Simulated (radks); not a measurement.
Q: The mean radii <r> (bohr) of the occupied orbitals of an atom or ion are listed with their occupations. Method: non-relativistic Kohn-Sham, exchange-only B88, spin-polarised, spherical densities, point nucleus; computed with a radial shooting solver on a logarithmic mesh with Libxc functionals.

| orbital | occ. | <r> |
|---|---|---|
| 1s | 2 | 0.1988 |
| 2s | 2 | 0.9324 |

Name the element and its charge. Open shells, if any, are filled with parallel spins first.

A: Z = 8, oxygen, charge +4: O4+ in [He] 2s2. The 1s radius gives Z: for a bare nucleus <r> = 1.5/Z, 0.1875 bohr for Z = 8, and screening makes it slightly larger (0.1988 here). The occupations add up to 4, and the charge is Z minus that.
